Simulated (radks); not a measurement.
All-electron atom: La IV in [Xe] (the NIST ground configuration). Calculated with a radial shooting solver on a logarithmic mesh with Libxc functionals: Dirac Kohn-Sham, LDA (Slater exchange, Perdew-Wang correlation), spin-unpolarised, spherical densities, point nucleus.

Unscreened Slater integrals over Kohn-Sham orbitals (hartree). Large and small components are both included.

\begin{tabular}{lr}
integral & value \\ \hline
F0(5p3/2,5p3/2) & 0.50599 \\
F2(5p3/2,5p3/2) & 0.27405 \\
F0(5p3/2,5p1/2) & 0.51608 \\
G2(5p3/2,5p1/2) & 0.27774 \\
F0(5p3/2,5s1/2) & 0.53990 \\
G1(5p3/2,5s1/2) & 0.35931 \\
F0(5p3/2,4d5/2) & 0.62971 \\
F2(5p3/2,4d5/2) & 0.18322 \\
G1(5p3/2,4d5/2) & 0.052784 \\
G3(5p3/2,4d5/2) & 0.051423 \\
F0(5p1/2,5p1/2) & 0.52704 \\
F0(5p1/2,5s1/2) & 0.55302 \\
G1(5p1/2,5s1/2) & 0.37880 \\
F0(5p1/2,4d5/2) & 0.65263 \\
G3(5p1/2,4d5/2) & 0.058032 \\
F0(5s1/2,5s1/2) & 0.58440 \\
F0(5s1/2,4d5/2) & 0.71143 \\
G2(5s1/2,4d5/2) & 0.082543 \\
F0(4d5/2,4d5/2) & 1.1671 \\
F2(4d5/2,4d5/2) & 0.59342 \\
F4(4d5/2,4d5/2) & 0.39649 \\
\end{tabular}
